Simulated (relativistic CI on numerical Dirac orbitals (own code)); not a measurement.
Re³⁺: 5p photoemission

Computed with this model: Dirac-Coulomb-Breit CI, separate exchange-only KLI orbitals for each configuration, model QED (radiative potential, 1s self-energy scaled to tabulated hydrogen-like ionisation energies), valence Slater integrals scaled by 0.9, multiplet model of photoemission in the sudden approximation; configurations [Xe] 4f14 5d4 → [Kr] 4d10 4f14 5s2 5p5 5d4; 300 K; Lorentzian 1.5 eV and Gaussian 0.6 eV FWHM. Energies are those of the free ion, without screening or charge transfer. The energies are binding energies and can lie tens of eV above those of solids. S is read from ⟨S²⟩ = S(S + 1).

Field parameters in Wybourne normalisation: Td as Oh with Dq negative (B⁴₀ = 21Dq, B⁴₄ = √(5/14) B⁴₀). The field is a parameter set, without covalency.

free ion: ground-state S = 1.83, centroid 85.09 eV. Peaks (eV, height): 78.2 (100), 84.0 (20), 90.0 (11), 96.6 (15), 99.0 (37).

Td, 10Dq = -8600 cm⁻¹: ground-state S = 1.65, centroid 85.11 eV. Peaks (eV, height): 78.4 (100), 84.2 (18), 90.0 (9), 94.8 (12), 97.4 (23), 99.2 (28).

Td, 10Dq = -14100 cm⁻¹: ground-state S = 1.05, centroid 85.21 eV. Peaks (eV, height): 78.8 (100), 84.2 (17), 95.0 (19), 97.8 (26).

Td, 10Dq = -19600 cm⁻¹: ground-state S = 0.49, centroid 85.36 eV. Peaks (eV, height): 79.4 (100), 84.8 (15), 88.4 (10), 93.4 (25), 95.8 (16), 98.4 (16).

Strongest unbroadened transitions for free ion:

| Energy (eV) | Relative strength |
| --- | --- |
| 78.23 | 100.0 |
| 78.97 | 1.7 |
| 80.18 | 13.3 |
| 80.34 | 14.9 |
| 80.81 | 2.3 |
| 83.89 | 14.1 |
| 85.30 | 3.8 |
| 86.02 | 5.5 |
| 87.80 | 2.0 |
| 89.89 | 5.6 |
| 90.65 | 3.5 |
| 95.43 | 2.3 |
| 96.37 | 8.3 |
| 96.47 | 1.8 |
| 97.34 | 1.1 |
| 98.94 | 36.5 |
| 100.77 | 2.1 |
| 101.57 | 3.5 |
